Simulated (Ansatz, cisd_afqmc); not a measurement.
System: BO, charge 0, doublet. BO (SMILES [B]=O, doublet).
B3LYP-D3(BJ)/def2-TZVP minimum from Ansatz (a quantum-chemistry and plane-wave program):
```xyz
2

B      0.0000     0.0000    -0.7398
O      0.0000     0.0000     0.4623
```
Charge 0, spin multiplicity 2.

Total energies in cc-pVDZ, 9 correlated electrons, 2 frozen orbitals. Radicals and triplets start from unrestricted determinants; spin-orbit coupling is neglected. Cores are frozen in correlated methods. No relativity. AFQMC is phaseless with a CISD trial state; ± is one standard error, without the phaseless bias. Outlying blocks are dropped, and bars are widened where a walk drifts. Over all cases where full CI ran beside it in this data, AFQMC minus full CI had a median of +0.1 mEh and passed +0.4 mEh in a tenth of the cases. The UHF reference of BO ([B]=O, doublet) is spin-contaminated (<S^2> up to 0.05 over the pure value in the sets run).

```
method         program        energy (Eh)  minus CCSDTQ (mEh)
----------  ----------  -----------------  ------------------
HF              Ansatz          -99.52674              255.41
MP2             Ansatz          -99.76651               15.64
CCSD            Ansatz          -99.77144               10.71
CCSD(T)         Ansatz          -99.78037                1.79
CCSDT(Q)        Ansatz          -99.78244               -0.29
CCSDTQ          Ansatz          -99.78215                0.00
AFQMC/CISD  cisd_afqmc  -99.7820 ± 0.0006           0.2 ± 0.6
```

Rough core times of Ansatz's runs on a shared machine: CCSD(T) under 20 s, CCSDT(Q) 30 s, CCSDTQ 8 min.
